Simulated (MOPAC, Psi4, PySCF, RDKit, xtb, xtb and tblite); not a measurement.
Two geometries of SMILES CO[SiH2]CC(C)C (C5H14OSi), singlet, relaxed at GFN2-xTB with one dihedral held; other torsions can differ between them too.

Structure A

```
21

C      3.8761    -0.4808    -0.3447
O      2.5654    -0.0442    -0.1623
Si     1.1684    -0.8710    -0.2513
C      0.8945    -1.9816     1.2741
C     -0.5722    -2.2660     1.6038
C     -0.6818    -3.0602     2.9053
C     -1.2564    -3.0234     0.4707
H      4.1774    -1.1641     0.4539
H      3.9864    -0.9933    -1.3036
H      4.5285     0.3936    -0.3300
H      0.2567     0.2656    -0.2783
H      1.1252    -1.6834    -1.4758
H      1.4106    -2.9393     1.1566
H      1.3510    -1.4947     2.1408
H     -1.0873    -1.3085     1.7384
H     -0.2165    -2.5200     3.7272
H     -1.7243    -3.2381     3.1612
H     -0.1855    -4.0237     2.8037
H     -2.2836    -3.2634     0.7379
H     -0.7301    -3.9534     0.2658
H     -1.2668    -2.4258    -0.4367
```

Structure B

```
21

C      3.9110    -0.7341     0.3160
O      2.6566    -0.1574     0.1265
Si     1.3200    -0.6082    -0.6775
C      1.5313    -2.2932    -1.5428
C      0.2373    -2.9577    -2.0166
C      0.5316    -4.3434    -2.5917
C     -0.4757    -2.1017    -3.0579
H      4.6786    -0.0007     0.0573
H      4.0276    -1.0118     1.3672
H      4.0489    -1.6235    -0.3019
H      0.2638    -0.6939     0.3337
H      1.0891     0.4709    -1.6393
H      2.1998    -2.1899    -2.4026
H      2.0289    -2.9800    -0.8508
H     -0.4274    -3.0765    -1.1539
H      1.0184    -4.9743    -1.8505
H     -0.3880    -4.8335    -2.9048
H      1.1875    -4.2626    -3.4568
H     -1.3666    -2.6088    -3.4226
H      0.1807    -1.9115    -3.9044
H     -0.7719    -1.1477    -2.6307
```

Q: Which is lower in energy at the level B3LYP-D3(BJ)/def2-SVP // GFN2-xTB run with Psi4, and by how much?

A: A is lower, by 0.67 kcal/mol (dihedral C1–O2–Si3–C4: 75° in A, 0° in B).

E(B) − E(A) in kcal/mol at the other levels, on the same two geometries: GFN2-xTB (xtb and tblite) 1.17; MMFF94 // GFN2-xTB (RDKit) 2.16; B3LYP/def2-SVP // GFN2-xTB (Psi4) 0.86; PBE/def2-SVP // GFN2-xTB (Psi4) 1.02; PBE-D3(BJ)/def2-SVP // GFN2-xTB (Psi4) 0.90; UFF // GFN2-xTB (RDKit) 5.41; AM1, restricted, heats of formation // GFN2-xTB (MOPAC) 1.29; PM7, restricted, heats of formation // GFN2-xTB (MOPAC) 0.84; GFN1-xTB // GFN2-xTB (xtb) -1.15; restricted B3LYP/6-31G*, spherical d, density fitting // GFN2-xTB (PySCF) 1.03; restricted Hartree-Fock/LANL2DZ, with its core potentials past Ne // GFN2-xTB (PySCF) 0.08; restricted Hartree-Fock/6-31G*, spherical d, density fitting // GFN2-xTB (PySCF) 0.84; restricted BP86/6-31G*, spherical d, density fitting // GFN2-xTB (PySCF) 1.19.

MMFF94 has few fitted parameters for silicon.
